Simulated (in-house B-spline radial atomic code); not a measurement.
Relativistic effects in Rh II (Rh+), [Kr] 4d8: non-relativistic Hartree-Fock (point nucleus) against Dirac-Hartree-Fock (Fermi nucleus of rms radius 4.4945 fm), both averages of the configuration, computed with a B-spline radial code for spherical atoms.

```csv
orbital,ε NR (Eh),ε Dirac (Eh),<r> NR (bohr),<r> Dirac (bohr),change of <r> (%)
1s1/2,-834.32,-858.71,0.03384,0.03262,-3.6
2s1/2,-121.84,-127.71,0.147,0.1413,-3.9
2p1/2,-112.66,-117.87,0.126,0.1204,-4.5
2p3/2,-112.66,-112.53,0.126,0.1252,-0.6
3s1/2,-23.155,?,0.4003,?,?
3p1/2,-19.455,-20.442,0.3939,0.3815,-3.2
3p3/2,-19.455,?,0.3939,?,?
3d3/2,-12.698,-12.644,0.369,0.3674,-0.4
3d5/2,-12.698,-12.459,0.369,0.3708,+0.5
4s1/2,-3.7796,-3.998,1.018,0.9899,-2.8
4p1/2,-2.5707,-2.7302,1.104,1.071,-2.9
4p3/2,-2.5707,-2.5793,1.104,1.1,-0.3
4d3/2,-0.71919,-0.71594,1.507,1.51,+0.1
4d5/2,-0.71919,-0.69958,1.507,1.532,+1.6
```

What happens to 3s1/2?

Its energy goes to -24.342 hartree and <r> to 0.3881 bohr (-3.05 %).

What happens to 3p3/2?

Its energy goes to -19.491 hartree and <r> to 0.3917 bohr (-0.55 %).

What explains the pattern of contraction and expansion?

Expansion is seen in 3d5/2, 4d3/2, 4d5/2. The s and p1/2 orbitals contract directly, screen the nucleus better, and so push out orbitals that have little density near the nucleus; spin-orbit coupling adds to this for j = l + 1/2 and opposes it for j = l - 1/2.

By how much does the total energy change?

By -96.795 hartree, from -4685.627 to -4782.422.
